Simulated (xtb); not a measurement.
BO, doublet, at a GFN2-xTB geometry; xtb with GFN0-xTB.

xtb was given this input:
```
$ xtb mol.xyz --gfn 0 --uhf 1 --json

# file mol.xyz
2

B     -0.00000000    -0.00000000    -0.72919485
O      0.00000000     0.00000000     0.45574678
```

**Question.** Predict the main parts of the log of this xtb run.

**Answer.** 
```
   ID    Z sym.   atoms
    1    5 B      1
    2    8 O      2

           -------------------------------------------------
          |                Calculation Setup                |
           -------------------------------------------------

           -------------------------------------------------
          |                 G F N 0 - x T B                 |
           -------------------------------------------------

          ...................................................
          :                      SETUP                      :
          :.................................................:
          :  # basis functions                   8          :
          :  # atomic orbitals                   8          :
          :  # shells                            4          :
          :  # electrons                         9          :
          :  electronic temp.          300.0000000     K    :
          :  accuracy                    1.0000000          :
          :  -> integral cutoff          0.2500000E+02      :
          :  -> integral neglect         0.1000000E-07      :
          ...................................................

         :::::::::::::::::::::::::::::::::::::::::::::::::::::
         ::                     SUMMARY                     ::
         :::::::::::::::::::::::::::::::::::::::::::::::::::::
         :: total energy              -4.620099064605 Eh    ::
         :: gradient norm              0.048190178675 Eh/a0 ::
         :: HOMO-LUMO gap              4.396109072316 eV    ::
         ::.................................................::
         :: H0 energy                 -4.626713151135 Eh    ::
         :: repulsion energy           0.056869017314 Eh    ::
         :: electrostat energy        -0.039504357106 Eh    ::
         :: -> Gsolv                   0.000000000000 Eh    ::
         ::    -> Gsasa                0.000000000000 Eh    ::
         ::    -> Gshift               0.000000000000 Eh    ::
         :: dispersion energy         -0.000134886944 Eh    ::
         :: short-range corr.         -0.010615686734 Eh    ::
         :: add. restraining           0.000000000000 Eh    ::
         :: total charge               0.000000000000 e     ::
         :::::::::::::::::::::::::::::::::::::::::::::::::::::

           -------------------------------------------------
          |                Property Printout                |
           -------------------------------------------------

    * Orbital Energies and Occupations

         #    Occupation            Energy/Eh            Energy/eV
      -------------------------------------------------------------
         1        2.0000           -0.6852158             -18.6457
         2        2.0000           -0.5191545             -14.1269
         3        2.0000           -0.4648657             -12.6496
         4        2.0000           -0.4648657             -12.6496
         5        1.0000           -0.3585099              -9.7556 (HOMO)
         6                         -0.1969559              -5.3594 (LUMO)
         7                         -0.1969559              -5.3594
         8                          0.5229120              14.2292
      -------------------------------------------------------------
                  HL-Gap            0.1615540 Eh            4.3961 eV
             Fermi-level            0.0000000 Eh            0.0000 eV

     #   Z          covCN         q      C6AA      α(0)
     1   5 B        0.789     0.414    56.355    15.220
     2   8 O        0.789    -0.414    21.905     6.279

 Mol. C6AA /au·bohr⁶  :        143.440548
 Mol. C8AA /au·bohr⁸  :       4535.930922
 Mol. α(0) /au        :         21.498553

Wiberg/Mayer (AO) data.
largest (>0.10) Wiberg bond orders for each atom

 ---------------------------------------------------------------------------
     #   Z sym  total        # sym  WBO       # sym  WBO       # sym  WBO
 ---------------------------------------------------------------------------
     1   5 B    2.360 --     2 O    2.360
     2   8 O    2.360 --     1 B    2.360
 ---------------------------------------------------------------------------

Topologies differ in total number of bonds
Writing topology from bond orders to xtbtopo.mol

 dipole moment from electron density (au)
     X       Y       Z
  -0.0000  -0.0000  -0.7668  total (Debye):    1.949

           -------------------------------------------------
          | TOTAL ENERGY               -4.620099064605 Eh   |
          | GRADIENT NORM               0.048190178675 Eh/α |
          | HOMO-LUMO GAP               4.396109072316 eV   |
           -------------------------------------------------

normal termination of xtb
```
